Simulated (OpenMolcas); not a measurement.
# OpenMolcas input wanted

B3H3O: 7 atoms, total charge 0, spin state singlet. As SMILES, `BB1BO1`. The coordinates come from a GFN2-xTB relaxation.

```xyz
7

B    -1.0559    0.9144   -0.4410
B     0.0069   -0.1409    0.0734
B     1.3524   -0.8527    0.4187
O     0.1462   -1.4042    0.6455
H    -1.4000    0.9556   -1.5634
H    -1.4659    1.7829    0.2344
H     2.4163   -1.2550    0.6324
```

Settings wanted:

```yaml
method: CCSD
reference: RHF
relativity: none
symmetry: none
basis_set: 6-31G**
task: energy
frozen_core_orbitals: 4
nucleus: point
cc_max_iter: 80
cc_conv: 1e-08
SCF_convergence_threshold: 1e-10
d_and_f_functions: spherical
```

**Question.** Write the OpenMolcas 26.06 input and the command.

**Answer.** This one ran through:

job.inp:
```
* B3H3O CCSD
&GATEWAY
BasLib
$CurrDir
Coord
7
angstrom
B       -1.055910       0.914400      -0.441010
B        0.006890      -0.140940       0.073420
B        1.352420      -0.852730       0.418690
O        0.146230      -1.404220       0.645540
H       -1.400040       0.955630      -1.563440
H       -1.465920       1.782890       0.234360
H        2.416340      -1.255030       0.632430
Basis
6-31Gss
Group
NoSym
&SEWARD
&SCF
Thresholds
1e-10 1e-07 1e-07 1e-05
PrOrbitals
1 1
&RASSCF
FileOrb
$Project.ScfOrb
Spin
1
Nactel
0 0 0
Inactive
13
Ras2
0
OutOrbitals
Canonical
OrbListing
NoCore
&MOTRA
JobIph
Frozen
4
&CCSDT
CCSD
Iterations
80
Accuracy
1e-08
Extrapolation
5 4
```

```bash
$ export MOLCAS_MEM=1860
$ pymolcas job.inp > job.log
```

(Basis files named in the input come from the Basis Set Exchange and aren't shown.)

Calculated total energy: -151.08192 Eh.
